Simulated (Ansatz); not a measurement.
Q: Name a neutral molecule of B, C, F and H with HOMO energy (PBE/def2-TZVPP) between -6.85 and -6.55 eV and HOMO–LUMO gap (B3LYP/def2-TZVPP) between 5.95 and 6.25 eV (Ansatz, PBE0-D4/def2-TZVP geometry).

A: `C=C(C)B(C)F` (-6.61 eV, 6.09 eV). Other molecules can fit too; these were computed, each in one conformer that needn't be the lowest.

B3LYP here is the variant with VWN-RPA as its local correlation; programs differ in this.
